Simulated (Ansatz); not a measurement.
`OC[TeH]` + H₂ → H₂Te + CH₃OH at 400 K and 1 bar (hydrogenolysis of a Te–C bond).

Program: Ansatz. Geometries: PBE0-D4/def2-TZVP. ΔE: electronic, gas phase. CBS: MP2 limit from def2 TZ/QZ plus the TZ coupled-cluster correction, frozen cores. This one scheme is used for every species. def2 core potentials past Kr. For Te outer-core shells are correlated without core-valence functions, which leaves a few kJ/mol of doubt a bond. Each species was taken in one conformer, which may not be the lowest.

```
  species  CCSD(T)/CBS energy (Eh)  H − E (kJ/mol)  S (J/(mol·K))
`OC[TeH]`               -383.33372           150.6          328.0
       H₂                 -1.17544            38.0          139.0
     H₂Te               -268.91024            45.0          239.1
    CH₃OH               -115.61712           151.2          252.6
```

H − E and S are ideal-gas, rigid-rotor, harmonic terms from PBE0-D4/def2-TZVP, for one conformer and one mirror image of each species. The MP2-based limit puts H₂ 0.8 mEh under its directly extrapolated value; such offsets cancel only in part. 1 Eh = 2625.50 kJ/mol, R = 8.31446 J/(mol·K).

Problem. By hand: ΔE, ΔH, ΔS and ΔG.

Solution. ΔE = (-268.91024) + (-115.61712) − (-383.33372) − (-1.17544) = -0.01820 Eh = -47.8 kJ/mol. Δ(H − E) = 45.0 + 151.2 − 150.6 − 38.0 = 7.6, so ΔH = -40.2 kJ/mol. ΔS = 239.1 + 252.6 − 328.0 − 139.0 = 24.7 J/(mol·K). ΔG = -40.2 − 400 × (24.7)/1000 = -50.1 kJ/mol.

Problem. By hand: the equilibrium constant, and the temperature at which ΔG would vanish if ΔH and ΔS stayed fixed.

Solution. log₁₀ K = −ΔG/(RT ln 10) = 6.5. ΔH and −TΔS have one sign here, so there is no such temperature.

ΔH outweighs TΔS. A doubt of 5 kJ/mol in ΔE shifts log₁₀ K by 0.7 here. Other conformers and mirror images would add mixing entropy, several J/(mol·K) or more a flexible species. These are equilibria of isolated gas molecules and say nothing of rates. Largest T1 diagnostic: 0.011 (customary marks: 0.02 for closed shells, 0.045 for open ones).
